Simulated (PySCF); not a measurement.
Species: C5H7NS.
Numbering: `[CH3:1][NH:2][c:3]1[cH:4][cH:5][cH:6][s:7]1` (hydrogens: H8, H9, H10 on C1; H11 on N2; H12 on C4; H13 on C5; H14 on C6)

Geometry (PBE0-D3(BJ)/def2-SVP, Å), atoms numbered from 1 in this order:
```xyz
14
C5H7NS angstrom
C     -2.354    0.443    0.426
N     -1.444   -0.599    0.042
C     -0.104   -0.449    0.301
C      0.573    0.663    0.755
C      1.980    0.442    0.845
C      2.360   -0.814    0.474
S      0.995   -1.761   -0.017
H     -3.375    0.160    0.137
H     -2.106    1.377   -0.104
H     -2.342    0.661    1.513
H     -1.798   -1.544    0.122
H      0.083    1.599    1.021
H      2.687    1.199    1.189
H      3.355   -1.255    0.463
```

Method: core-valence-separated Tamm–Dancoff BHandHLYP/aug-pcX-1 (pcseg-1 on H, def2-SVPD on S) in PySCF, non-relativistic, gas phase, PBE0-D3(BJ)/def2-SVP geometry. BHandHLYP without relativity tends to put these K edges a few eV too low, so spacings mean more than positions.

The lowest roots of each edge with f over 0.003 (five at most, numbered afresh; weaker and dark ones are left out), with transition dipoles (au) in the frame of the coordinates:

```
root  edge  E (eV)       μx       μy       μz
   1     C  283.36  -0.0105  -0.0282   0.0846
   2     C  283.68   0.0113   0.0279  -0.0834
   3     C  283.95  -0.0084  -0.0260   0.0795
   4     C  284.65   0.0098   0.0329  -0.0938
   5     C  285.46  -0.0464  -0.0501  -0.0217
   6     N  400.01  -0.0157  -0.0378  -0.0035
   7     N  400.64  -0.0007   0.0113  -0.0350
   8     N  401.58   0.0142  -0.0104  -0.0107
   9     N  402.20  -0.0013   0.0191   0.0070
  10     N  402.38  -0.0011  -0.0175   0.0192
```

What are the oscillator strengths?

f = (2/3) ΔE |μ|², with ΔE in hartree (27.2114 eV):

```csv
root,ΔE (Eh),|μ|² (au),f,core hole on
1,10.4132,0.008063,0.056,C5
2,10.4249,0.007862,0.055,C6
3,10.4348,0.007067,0.049,C4
4,10.4607,0.009977,0.070,C3
5,10.4904,0.005134,0.036,C6
6,14.7001,0.001688,0.017,N2
7,14.7233,0.001353,0.013,N2
8,14.7579,0.000424,0.004,N2
9,14.7807,0.000415,0.004,N2
10,14.7872,0.000676,0.007,N2
```

Molecules are fixed in this frame and the field points along z. What effective strengths 3 f cos²θ do the roots have (θ between field and μ)?

root 1 (C5): 0.149, root 2 (C6): 0.145, root 3 (C4): 0.132, root 4 (C3): 0.184, root 5 (C6): 0.010, root 6 (N2): 0.000, root 7 (N2): 0.036, root 8 (N2): 0.003, root 9 (N2): 0.001, root 10 (N2): 0.011. Root 4 is the strongest. Averaged over all orientations cos²θ is 1/3, which gives f back.

Cost: about 70 s of CPU time on one thread; the machine was shared, so the figure is rough.

One conformer stands for the species.
